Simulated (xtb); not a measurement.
C7H13O (SMILES CC[CH]CCC(C)=O), doublet, at a GFN2-xTB geometry, atoms displaced at random by about 0.05 Å a coordinate; GFN1-xTB (xtb).

Input for xtb:
```
$ xtb mol.xyz --gfn 1 --uhf 1 --opt lax --json

# file mol.xyz
21

C      3.71349186    -0.02745021    -0.21803231
C      2.65255573     0.72480692     0.50466645
C      1.57746344    -0.12047959     0.82018854
C      0.36672735    -0.12860525    -0.09716202
C     -0.98619923     0.01178730     0.57940833
C     -2.16948794    -0.28039989    -0.30958435
C     -3.48746698     0.43937589     0.16020509
O     -2.07447880    -0.80180020    -1.37510219
H      4.64152119     0.66061837    -0.40892848
H      3.42359933    -0.40598614    -1.14948971
H      4.01762966    -0.91146483     0.27735374
H      3.13247889     1.07964514     1.49470642
H      2.42814583     1.59549407    -0.00117450
H      1.49795768    -0.75644895     1.71670463
H      0.33526542    -1.15750992    -0.69463052
H      0.33466254     0.66922600    -0.89624893
H     -1.07503298     1.01340510     0.96673534
H     -1.08825118    -0.74230970     1.42560779
H     -4.28721775    -0.08755851    -0.51941436
H     -3.42261131     1.40103515    -0.02331776
H     -3.63579173     0.20591403     1.18165034
```

What the program printed (banner, timings and long lists left out):

```
   ID    Z sym.   atoms
    1    6 C      1-7
    2    8 O      8
    3    1 H      9-21

           -------------------------------------------------
          |                Calculation Setup                |
           -------------------------------------------------

           -------------------------------------------------
          |                 G F N 1 - x T B                 |
           -------------------------------------------------

          ...................................................
          :                      SETUP                      :
          :.................................................:
          :  # basis functions                  58          :
          :  # atomic orbitals                  58          :
          :  # shells                           42          :
          :  # electrons                        47          :
          :  # halogen bonds                     0          :
          :  max. iterations                   250          :
          :  Hamiltonian                  GFN1-xTB          :
          :  restarted?                      false          :
          :  GBSA solvation                  false          :
          :  PC potential                    false          :
          :  electronic temp.          300.0000000     K    :
          :  accuracy                    1.0000000          :
          :  -> integral cutoff          0.2500000E+02      :
          :  -> integral neglect         0.1000000E-07      :
          :  -> SCF convergence          0.1000000E-05 Eh   :
          :  -> wf. convergence          0.2000000E-04 e    :
          :  Broyden damping             0.4000000          :
          :  net charge                          0          :
          :  unpaired electrons                  1          :
          ...................................................

 iter      E             dE          RMSdq      gap      omega  full diag
   1    -26.6457566 -0.266458E+02  0.811E+00    3.04       0.0  T
   2    -26.7451739 -0.994173E-01  0.488E+00    1.77       1.0  T
   3    -26.7397116  0.546230E-02  0.138E+00    1.90       1.0  T
   4    -26.7517390 -0.120274E-01  0.162E-01    1.50       1.0  T
   5    -26.7520054 -0.266418E-03  0.328E-02    1.59       1.0  T
   6    -26.7520179 -0.124794E-04  0.476E-03    1.60       4.6  T
   7    -26.7520185 -0.543990E-06  0.129E-03    1.60      16.9  T
   8    -26.7520185 -0.147971E-07  0.305E-04    1.60      71.5  T
   9    -26.7520185 -0.341355E-09  0.604E-05    1.61     361.1  T
  10    -26.7520185 -0.136495E-10  0.189E-05    1.61    1153.8  T

   *** convergence criteria satisfied after 10 iterations ***

         :::::::::::::::::::::::::::::::::::::::::::::::::::::
         ::                     SUMMARY                     ::
         :::::::::::::::::::::::::::::::::::::::::::::::::::::
         :: total energy             -26.396790681032 Eh    ::
         :: gradient norm              0.252374891024 Eh/a0 ::
         :: HOMO-LUMO gap              1.605327281128 eV    ::
         ::.................................................::
         :: SCC energy               -26.752018482840 Eh    ::
         :: -> electrostatic           0.046897645389 Eh    ::
         :: repulsion energy           0.363059956285 Eh    ::
         :: dispersion energy         -0.007832154477 Eh    ::
         :: halogen bond corr.         0.000000000000 Eh    ::
         :: add. restraining           0.000000000000 Eh    ::
         :: total charge              -0.000000000000 e     ::
         :::::::::::::::::::::::::::::::::::::::::::::::::::::

      -----------------------------------------------------------
     |                   =====================                   |
     |                        A N C O P T                        |
     |                   =====================                   |
     |               Approximate Normal Coordinate               |
[...]
 * total energy  :   -26.3967907 Eh     change       -0.2525979E-11 Eh
 * total energy  :   -26.4377613 Eh     change       -0.4097060E-01 Eh
 * total energy  :   -26.4435712 Eh     change       -0.5809930E-02 Eh
 * total energy  :   -26.4440192 Eh     change       -0.4479753E-03 Eh
 * total energy  :   -26.4441311 Eh     change       -0.1119088E-03 Eh
 * total energy  :   -26.4441666 Eh     change       -0.3547927E-04 Eh
 * total energy  :   -26.4441865 Eh     change       -0.1993299E-04 Eh
   *** GEOMETRY OPTIMIZATION CONVERGED AFTER 7 ITERATIONS ***
         :: total energy             -26.444186502739 Eh    ::
[...]
        33                         -0.0727294              -1.9791
        34                         -0.0697199              -1.8972
        35                         -0.0616885              -1.6786
       ...                                ...                  ...
        58                          0.7172321              19.5169
      -------------------------------------------------------------
                  HL-Gap            0.0598493 Eh            1.6286 eV
             Fermi-level           -0.3484591 Eh           -9.4821 eV

  Mulliken/CM5 charges         n(s)   n(p)   n(d)
     1C    -0.07848 -0.22954   1.011  3.067  0.000
     2C    -0.02539 -0.13357   1.024  3.002  0.000
     3C    -0.08984 -0.15610   1.084  3.006  0.000
     4C    -0.02124 -0.12509   1.026  2.996  0.000
     5C    -0.08751 -0.18939   1.047  3.041  0.000
     6C     0.40527  0.42300   1.066  2.529  0.000
     7C    -0.13221 -0.27545   1.022  3.110  0.000
     8O    -0.48576 -0.54012   1.727  4.759  0.000
     9H     0.02978  0.08100   0.970  0.000  0.000
    10H     0.03059  0.08284   0.969  0.000  0.000
    11H     0.02886  0.08083   0.971  0.000  0.000
    12H     0.02720  0.08155   0.973  0.000  0.000
    13H     0.02500  0.08006   0.975  0.000  0.000
    14H     0.02534  0.08083   0.975  0.000  0.000
    15H     0.05547  0.11420   0.945  0.000  0.000
    16H     0.03345  0.09079   0.967  0.000  0.000
    17H     0.03659  0.09307   0.963  0.000  0.000
    18H     0.05323  0.11020   0.947  0.000  0.000
    19H     0.06412  0.11921   0.936  0.000  0.000
    20H     0.05903  0.11216   0.941  0.000  0.000
    21H     0.04651  0.09953   0.953  0.000  0.000

Wiberg/Mayer (AO) data.
largest (>0.10) Wiberg bond orders for each atom

 ---------------------------------------------------------------------------
     #   Z sym  total        # sym  WBO       # sym  WBO       # sym  WBO
 ---------------------------------------------------------------------------
     1   6 C    3.993 --    10 H    0.989    11 H    0.989     9 H    0.987
                             2 C    0.966
     2   6 C    3.998 --     3 C    1.072    13 H    0.973    12 H    0.969
                             1 C    0.966
     3   6 C    3.321 --     4 C    1.074     2 C    1.072    14 H    0.979
     4   6 C    3.995 --     3 C    1.074    16 H    0.976     5 C    0.969
                            15 H    0.941
     5   6 C    3.994 --     6 C    0.982    17 H    0.970     4 C    0.969
                            18 H    0.950
     6   6 C    3.845 --     8 O    1.811     7 C    0.993     5 C    0.982
     7   6 C    3.994 --     6 C    0.993    19 H    0.980    21 H    0.976
                            20 H    0.961
     8   8 O    2.016 --     6 C    1.811
     9   1 H    1.005 --     1 C    0.987
    10   1 H    1.008 --     1 C    0.989
    11   1 H    1.009 --     1 C    0.989
    12   1 H    1.010 --     2 C    0.969
    13   1 H    1.008 --     2 C    0.973
    14   1 H    1.001 --     3 C    0.979
    15   1 H    1.012 --     4 C    0.941
    16   1 H    1.005 --     4 C    0.976
    17   1 H    1.009 --     5 C    0.970
    18   1 H    1.007 --     5 C    0.950
    19   1 H    1.003 --     7 C    0.980
    20   1 H    1.002 --     7 C    0.961
    21   1 H    1.002 --     7 C    0.976
 ---------------------------------------------------------------------------

Topologies differ in total number of bonds
Writing topology from bond orders to xtbtopo.mol

 dipole moment from electron density (au)
     X       Y       Z
  -0.0718   0.7627   1.1962  total (Debye):    3.611

optimized geometry written to: xtbopt.xyz

           -------------------------------------------------
          | TOTAL ENERGY              -26.444186502739 Eh   |
          | GRADIENT NORM               0.001861335286 Eh/α |
          | HOMO-LUMO GAP               1.628582065346 eV   |
           -------------------------------------------------

normal termination of xtb
```
